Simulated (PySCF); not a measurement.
**How methods differ on the excitation energy of C**

C [He] 2s2 2p2 (3P) → C [He] 2s2 2p1 3s1 (3P), as a difference of total energies. All numbers are calculated (PySCF 2.14, no relativity, point nucleus, in aug-cc-pwCVDZ). Correlated levels: valence: 1s2 frozen; valence and next inner shell: nothing frozen. The calculations carry no spin-orbit coupling.

| method | excitation energy (eV) | error (eV) |
| --- | --- | --- |
| UHF | 7.692 | +0.210 |
| LDA | 8.098 | +0.616 |
| PBE | 7.956 | +0.474 |
| PBE0 | 7.989 | +0.507 |
| r2SCAN | 8.260 | +0.778 |
| B2PLYP | 7.925 | +0.443 |
| BHandHLYP | 7.997 | +0.515 |
| M06-2X | 7.795 | +0.313 |
| TPSSh | 7.998 | +0.516 |
| MP2 (valence) | 7.835 | +0.353 |
| SCS-MP2 (valence) | 7.749 | +0.267 |
| MP2 (valence and next inner shell) | 7.841 | +0.359 |
| SCS-MP2 (valence and next inner shell) | 7.751 | +0.269 |

Reference: 7.482 eV (measured; NIST levels, between the centres of gravity of the two terms).

Errors of the correlated levels include the incompleteness of this basis and the frozen core.

The promoted electron is Rydberg-like, and one or two diffuse shells describe it only roughly, which tends to raise the upper state.
